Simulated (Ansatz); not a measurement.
Start from `N#[C][Ge]([F])([F])[C]#N` and change one atom or group to get `[CH3][Ge]([F])([F])[C]#N`.

Ansatz, PBE0-D4/def2-TZVP geometries, multiplicity 1. 

Scalar relativity is left out up to krypton.

```tsv
property	`N#[C][Ge]([F])([F])[C]#N`
LUMO energy (ωB97M-V/def2-TZVPP) / eV	-0.42
HOMO energy (B3LYP/def2-TZVPP) / eV	-10.96
ideal-gas entropy at 298 K and 1 bar (rigid rotor, harmonic PBE0-D4/def2-TZVP) / J/(mol·K)	372
HOMO–LUMO gap (PBE/def2-TZVPP) / eV	6.14
HOMO–LUMO gap (B3LYP/def2-TZVPP) / eV	8.18
HOMO–LUMO gap (ωB97M-V/def2-TZVPP) / eV	13.17
```

Task: Give the same properties after the change, and the shifts. (An estimate is asked.)

Result: The calculation gave: 
```tsv
property	`[CH3][Ge]([F])([F])[C]#N`	shift
LUMO energy (ωB97M-V/def2-TZVPP) / eV	1.05	1.47
HOMO energy (B3LYP/def2-TZVPP) / eV	-10.09	0.87
ideal-gas entropy at 298 K and 1 bar (rigid rotor, harmonic PBE0-D4/def2-TZVP) / J/(mol·K)	373	1
HOMO–LUMO gap (PBE/def2-TZVPP) / eV	6.67	0.53
HOMO–LUMO gap (B3LYP/def2-TZVPP) / eV	8.76	0.58
HOMO–LUMO gap (ωB97M-V/def2-TZVPP) / eV	13.69	0.52
```

With PBE0 the HOMO rises by 0.89 eV and the LUMO rises by 1.47 eV, so the gap widens by about 0.58 eV. PBE moves the HOMO by 0.87 eV and ωB97M-V by 0.94 eV. The zero-point energy changes by 74.6 kJ/mol with +6 modes.

B3LYP here is the variant with VWN-RPA as its local correlation; programs differ in this.
